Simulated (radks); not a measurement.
Results of a calculation; reference values are marked as such.
Task: Radial electron density D(r) = 4 pi r^2 rho(r) of an atom or ion with 60 electrons. Level of theory: scalar-relativistic Kohn-Sham, PBE, spin-polarised, spherical densities, finite nucleus; Fermi nuclear charge, rms radius of each element as measured or else 0.836 A^(1/3) + 0.57 fm (a radial shooting solver on a logarithmic mesh with Libxc functionals).

```
   r/bohr * D(r) (the largest magnitude, 107, reaches the edge; | marks zero)
 0.001301 |  *
 0.001763 |   *
 0.002409 |      *
 0.003265 |          *
 0.004425 |               *
 0.005997 |                      *
 0.008127 |                              *
   0.0111 |                                     *
  0.01505 |                                         *
  0.02039 |                                       *
  0.02764 |                                    *
  0.03746 |                                     *
  0.05117 |                                               *
  0.06935 |                                                      *
  0.09399 |                                                *
   0.1274 |                                        *
   0.1726 |                                             *
   0.2358 |                                           *
   0.3196 |                        *
   0.4332 |                  *
   0.5871 |                     *
   0.7957 |             *
    1.078 |      *
    1.473 |   *
    1.997 | *
    2.706 |*
    3.667 *
     4.97 *
     6.79 *
    9.202 *
```

What is the nuclear charge?

Result: Z = 61. The innermost maximum, from 1s, lies near gamma/Z bohr with gamma = sqrt(1 - (Z/c)^2) = 0.895, here 0.0147 bohr (found: 0.0160), and its height grows with Z. The density is that of the promethium ion Pm+ in [Xe] 4f5 6s(up 1, down 0); the configuration itself is not fixed sharply by these data, and Z only to a few units. D(r) has 4 maxima, at r = 0.0160, 0.0716, 0.201, 0.555 bohr, and minima at 0.0309, 0.132, 0.400 bohr, inside which lie 1.95, 11.12, 29.14 electrons.
